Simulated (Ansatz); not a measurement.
Mulliken charges of CHBF$_{2}$O, SMILES `O=CB(F)F` from B3LYP/def2-TZVPP in Ansatz (PBE0-D4/def2-TZVP geometry).

| atom | x (Å) | y (Å) | z (Å) | charge (e) |
| --- | --- | --- | --- | --- |
| O1 | -0.202 | -0.979 | 1.478 | -0.210 |
| C2 | -0.006 | 0.013 | 0.824 | 0.046 |
| B3 | 0.021 | -0.026 | -0.782 | 0.510 |
| F4 | -0.175 | -1.142 | -1.434 | -0.205 |
| F5 | 0.242 | 1.079 | -1.459 | -0.224 |
| H6 | 0.163 | 0.991 | 1.328 | 0.083 |

**Question.** By hand: the dipole of these point charges (1 e Å = 4.8032 D).

**Answer.** Σ q r = (0.048, 0.268, 0.060) e Å, of length 0.279 e Å = 1.34 D.

**Question.** How does the dipole of the full density compare? (Estimate.)

**Answer.** Ansatz gave: (0.066, 0.353, -0.065) e Å, 1.75 D; the point charges give 0.77 times that, at 23° from its direction.

Point charges leave out the atoms' own dipoles, such as those of lone pairs, and Mulliken's split depends on the basis, so the two needn't agree.

B3LYP here is the variant with VWN-RPA as its local correlation; programs differ in this.
